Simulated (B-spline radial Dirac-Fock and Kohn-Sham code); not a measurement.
How the settings move the core levels of Au²⁺

ΔSCF core binding energies without Breit or QED terms, calculated with a radial finite-basis atomic code. Keys: rel is the Hamiltonian (dirac, or spin-free x2c and nr, where L3 and M5 stand for the whole 2p and 3d shells), method is hf or an exchange,correlation pair (spin-unpolarised, also for the hole states), nuc the nuclear model, radius_factor scales its radius, rmax is the box in bohr, h the logarithmic mesh step, order the B-spline order, points the quadrature points per cell, c_factor scales the speed of light, and damp, ndamp, maxit and tol steer the iteration. The run stops when the commutator error falls below 10·tol·max(1, Z/10), or the numerical noise floor, and the energy has settled to about 1e-8 Ha; the virial ratio is −V/T.

Base input:

```json
{"items": [{"Z": 79, "q": 2, "cfg": [[1, 0, 2], [2, 0, 2], [2, 1, 6], [3, 0, 2], [3, 1, 6], [3, 2, 10], [4, 0, 2], [4, 1, 6], [4, 2, 10], [4, 3, 14], [5, 0, 2], [5, 1, 6], [5, 2, 9]], "A": 197, "rrms": 5.4371, "do": "settings", "holes": ["K", "L3", "M5"],
  "settings": [{"rel": "dirac", "method": "hf", "nuc": "fermi", "radius_factor": 1.0, "rmax": 45.0, "h": 0.3, "order": 8, "points": 10, "c_factor": 1.0, "maxit": 60, "damp": 0.5, "ndamp": 3, "tol": 1e-08}]}]}
```

The ground state converged in 10 iterations, with total energy -19034.57192 Ha, virial ratio 1.87133 and highest orbital energy -32.78 eV. ΔSCF binding energies: K (1s) 81185.6 eV, L3 (2p3/2) 11984.3 eV. Holes are computed only in closed shells, and unreliable hole states are left out.

Changes from the base run:

```
                                changed setting  Δ total energy (Ha)  Δ K (eV)  Δ L3 (eV)  iterations
     radius_factor = 0.5; rmax = 80.0; h = 0.18             -2.90247    +31.90      -0.18          10
                                 c_factor = 2.0           +915.23802  -5953.88     -52.23          10
method = "pbe,pbe"; rmax = 80.0; c_factor = 2.0           +910.74952  -5924.21     -97.46          10
                            radius_factor = 0.5             -2.90235    +31.90      -0.18          10
                                   tol = 0.0001              0.00000      0.00       0.00           7
                                     rel = "nr"                    ?         ?          ?           ?
                                    rmax = 80.0              0.00000      0.00       0.00          10
```

Problem. What does the change rel = "nr" do?

Solution. The total energy moves by +1170.12831 Ha and the binding energies by K -7589.01 eV, L3 -74.15 eV; the run takes 10 iterations.
